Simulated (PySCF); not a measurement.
Z-matrix (Å, degrees):
```
Mo
O 1 1.6657
F 1 1.8534 2 105.06
F 1 1.8534 2 105.06 3 180.00
F 1 1.8535 2 105.02 4 -90.00
F 1 1.8535 2 105.02 5 180.00
```
Charge 0, spin multiplicity 1.

**Question.** Estimate the charge on the central atom (Mulliken), total energy, LUMO, dipole moment and HOMO–LUMO gap that PBE-D3(BJ)/def2-TZVP // PBE-D3(BJ)/def2-SVP (PySCF) returns for this input.

**Answer.** 
The charge on the central atom (Mulliken) comes out as 1.79 e. The total energy is -542.8615 Ha and the LUMO comes out as -5.83 eV. The dipole moment is 0.007 e·Å. The HOMO–LUMO gap is 4.24 eV.
